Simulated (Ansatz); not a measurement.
Geometry optimisation, Ansatz, RKS B3LYP-D4/def2-SVP.

input.yaml

```yaml
crystal:
  periodic: [false, false, false]
  atoms:
    - { symbol: Ga, position_ang: [0.043668, 0.657637, -0.24119] }
    - { symbol: O, position_ang: [-0.344912, -1.02565, 2.181523] }
    - { symbol: H, position_ang: [-1.299269, -0.960758, 2.33687] }
    - { symbol: H, position_ang: [1.322239, 0.066952, -0.922833] }
    - { symbol: H, position_ang: [-1.45449, 0.574853, -0.692118] }
    - { symbol: O, position_ang: [0.354181, 1.695502, 1.194641] }
    - { symbol: Al, position_ang: [0.952152, 2.97184, 2.143513] }
    - { symbol: H, position_ang: [1.258089, 2.645288, 3.664812] }
    - { symbol: H, position_ang: [1.167948, 4.406941, 1.508715] }
    - { symbol: H, position_ang: [-0.021105, -0.116805, 2.399467] }
basis:
  gaussian: { orbitals: def2-SVP }
hamiltonian:
  xc: b3lyp
  dispersion: d4
relax:
  f_tol: 0.03
  max_steps: 50
```

Launched with:

```bash
$ ansatz run input.yaml --threads 2 --pin off --max-ram 3072MiB --backend cpu --events-out ev --progress --plain --runs-dir out
```

Problem. Where does it end, and by what steps?

Solution. The run converged. The force dipped under the threshold on the way, but the program's further checks kept it going. After 11 steps the energy has fallen by 0.416 eV; O2 moved furthest, 0.53 Å. Joined: Ga1–O2 (2.98 → 2.15 Å).

```csv
step,energy less start (eV),largest force component (eV/Å),accepted
0,0.0000,0.930,yes
1,-0.1160,1.043,yes
2,-0.2827,0.825,yes
3,-0.3440,0.910,yes
4,-0.3414,0.767,no
5,-0.3934,0.295,yes
6,-0.4048,0.096,yes
7,-0.4069,0.185,yes
8,-0.3987,0.367,no
9,-0.4143,0.055,yes
10,-0.4153,0.026,yes
11,-0.4156,0.017,yes
```

```xyz
10
Properties=species:S:1:pos:R:3
Ga -0.036 0.519 0.094
O -0.279 -0.928 1.670
H -1.202 -1.131 1.883
H 1.178 -0.006 -0.744
H -1.522 0.723 -0.383
O 0.423 1.546 1.565
Al 0.979 3.022 2.201
H 1.168 3.111 3.773
H 1.282 4.251 1.246
H -0.013 -0.191 2.270
```

Whether the end is a true minimum wasn't checked by a vibrational analysis.

The run took 43 s on 2 threads of Arm Neoverse V1, with other jobs on the host, peak memory 0.25 GiB.
